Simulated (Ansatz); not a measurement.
The cluster Ge4O5. Total charge 0; singlet. Geometry PBE-D4/def2-SVP, basis def2-TZVP, Ansatz.

| atom | x (Å) | y (Å) | z (Å) |
| --- | --- | --- | --- |
| Ge1 | -0.1354 | 1.6179 | 0.0652 |
| Ge2 | -0.8614 | -0.7453 | -2.1975 |
| Ge3 | 1.2429 | -0.9677 | 0.4026 |
| Ge4 | -2.0620 | -0.9738 | 0.9624 |
| O5 | -2.0201 | -1.1854 | -0.8533 |
| O6 | -0.4449 | -0.0830 | 1.1866 |
| O7 | 1.5712 | 1.7654 | 0.7247 |
| O8 | 2.2545 | 0.4836 | 0.8916 |
| O9 | 0.4552 | 0.0882 | -1.1822 |

| run | HOMO (eV) | LUMO (eV) |
| --- | --- | --- |
| A | -5.37 | -3.59 |
| B | -5.46 | -3.70 |
| C | -5.79 | -3.71 |
| D | -6.93 | -2.96 |

The structure holds 1 bond(s) between oxygen atoms. Another isomer (singlet) lies 3.88 eV lower at PBE0-D4/def2-TZVP; other spin states weren't run for this one.

Task: The runs used PBE, PBE0, r2SCAN, revPBE. Estimate which is which.

Result: A revPBE (0 % exact exchange); B PBE (0 % exact exchange); C r2SCAN (0 % exact exchange); D PBE0 (25 % exact exchange). Exact exchange lowers occupied and raises empty levels; among semilocal functionals meta-GGAs tend to open the gap a little, and such runs are hard to tell apart. The gap grows from 1.77 eV (PBE) to 3.96 eV (PBE0).
